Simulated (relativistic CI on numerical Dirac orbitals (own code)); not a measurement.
# Hyperfine structure of Gd XLV, mass number 155

Calculated at this level of theory: Dirac-Coulomb-Breit CI, KLI orbitals optimised for each configuration, model QED (radiative potential, 1s self-energy scaled to tabulated hydrogen-like ionisation energies), unscaled Slater integrals (own radial code, finite nucleus).

Configurations in the expansion (outside the closed core [Ne]): 3s²3p⁶3d², 3s²3p⁵3d³, 3s3p⁶3d³, 3s²3p⁶3d4s, 3s²3p⁶3d4p, 3s²3p⁶3d4d, 3s²3p⁵3d²4s, 3s²3p⁶3d4f, 3s²3p⁵3d²4p, 3s²3p⁵3d²4d, 3p⁶3d⁴, 3p⁵3d⁵, 3p⁵3d⁴4s, 3p⁶3d³4s, 3p⁵3d³4s². Double excitations out of closed p, d and f shells are left out; levels of such configurations are missing from the list, as are those of other unlisted configurations, and high levels can miss mixing partners. These lack a partner that the ground configuration has and come out too high: 3s²3p⁵3d²4p, 3s²3p⁵3d²4d.

Nuclear spin I = 3/2, μ = -0.2591 μN, Q = 1.27 b (tables of Stone and Pyykkö). The electronic factors are computed for point nuclear moments, without core polarisation or the Bohr-Weisskopf and QED corrections.

```
        Level  E (cm⁻¹)  A (MHz)  B (MHz)
3s²3p⁶3d² ³F2         0   -11010     6150
3s²3p⁶3d² ³F3    282152    -6312    23500
3s²3p⁶3d² ¹G4    372957    -6602    98300
3s²3p⁶3d² ³P1    384831    390.6    23800
3s²3p⁶3d² ³F4    625241    -4653    73300
```

Levels with J = 0, under 50 % of one LS term, or S terms without an open s electron are left out. Small factors come from cancelling terms and can be off by tens of per cent or more.

At this charge energies of transitions that change n are usually good to better than 1 %, and those within a shell (Δn = 0) to a few per cent.

Give the hyperfine levels of 3s²3p⁶3d² ³F2 relative to its centre of gravity.

With K = F(F + 1) − I(I + 1) − J(J + 1), E = AK/2 + B[¾K(K + 1) − I(I + 1)J(J + 1)]/[2I(2I − 1)J(2J − 1)]: F = 1/2: 54950, F = 3/2: 33040, F = 5/2: 1661, F = 7/2: -31500 MHz.

LS names give the leading component of a level, which can be under half, so a name can repeat, a term be missing and a line seem to break the LS rules.
